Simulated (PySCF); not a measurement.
Ligands exchanged one at a time, In SH-H. Isolated molecules, 0 K electronic values unless said otherwise. One relaxed conformer stands for each flexible species; it need not be the lowest. Strings in code marks are SMILES.

Computed with CAM-B3LYP-D3(BJ)/def2-TZVP in PySCF. All candidates: neutral, multiplicity 1. Delta-SCF ions had no search for a lower state. 

The LUMO comes out as -1.12 eV, the vertical ionisation energy (Delta-SCF) is 10.71 eV and the HOMO–LUMO gap comes out as 8.43 eV.

Problem. Name which member has these values.
(A) `[SH][InH2]`
(B) `[InH3]`
(C) `[SH][InH][SH]` (H–S–In–S torsion 180°, S–In–S–H torsion 0°)
(D) `[SH][In]([SH])[SH]`

Solution. B, `[InH3]`. The others give `[SH][In]([SH])[SH]`: -0.79 eV, 9.71 eV, 8.12 eV; `[SH][InH][SH]` (H–S–In–S torsion 180°, S–In–S–H torsion 0°): -0.61 eV, 9.54 eV, 8.07 eV; `[SH][InH2]`: -0.89 eV, 9.65 eV, 7.82 eV
